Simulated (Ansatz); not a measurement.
Basis-set extrapolation for CH₆BNO₂, SMILES `OBNCO` (PBE0-D4/def2-TZVP geometry, frozen core, Ansatz). Multiplicity 1, RHF reference.

```tsv
	def2-TZVPP	def2-QZVPP
HF	-270.423390	-270.436383
MP2 correlation	-0.964239	-1.036256
CCSD(T) correlation	-1.028785	-1.094997
```

Energies in hartree. Use E(X) = E(∞) + A·exp(−7.88·√X) for Hartree–Fock and E(X) = E(∞) + B·X^(−2.97) for correlation, with X = 3 and 4.

**Question.** What is the CCSD(T) energy at the basis-set limit?

**Answer.** HF limit: -270.436383 + (-0.012993) × 0.13774 = -270.43817. Correlation limit: -1.094997 + (-0.066212) × 0.74074 = -1.14404. Total: -271.58221 hartree, 81.6 kcal/mol below CCSD(T)/def2-TZVPP.
